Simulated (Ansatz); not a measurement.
C2H3F2NSi can be A, `N=C1C(F)[SiH]1F`, or B, `CC1=N[Si]1(F)F`.

Calculated with Ansatz (gas phase, PBE0-D4/def2-TZVP geometries, no zero-point term in ΔE). CCSD(T)/CBS adds triple-zeta CCSD(T) − MP2 to the extrapolated MP2 energy (def2 sets, frozen cores). DFT in def2-TZVPP. B3LYP here is the variant with VWN-RPA as its local correlation; programs differ in this. Each species was taken in one conformer, which may not be the lowest.

Problem. Which is lower in electronic energy at CCSD(T)/CBS, and by how much? (Best estimate.)

Solution. The calculation gave: B, by 81.4 kcal/mol.

Problem. Give E(B) − E(A) in kcal/mol with PBE-D4, CCSD/def2-TZVPP, B2PLYP, MP2/def2-TZVPP, r2SCAN-D4, HF/def2-TZVPP, B3LYP-D4. (An estimate is asked.)

Solution. The calculation gave: PBE-D4 -70.4, CCSD/def2-TZVPP -81.6, B2PLYP -79.5, MP2/def2-TZVPP -84.0, r2SCAN-D4 -77.1, HF/def2-TZVPP -86.6, B3LYP-D4 -76.2. None reverses the order clearly.

Largest T1 diagnostic: 0.014.

In def2-TZVPP, CCSD(T) changes the Hartree–Fock value by +6.3 kcal/mol (the triples alone add +1.2 kcal/mol) and MP2 by +2.7 kcal/mol. From PBE to PBE0 (25 % exact exchange), in def2-TZVPP and without D4, E(B) − E(A) moves by −5.0 kcal/mol.
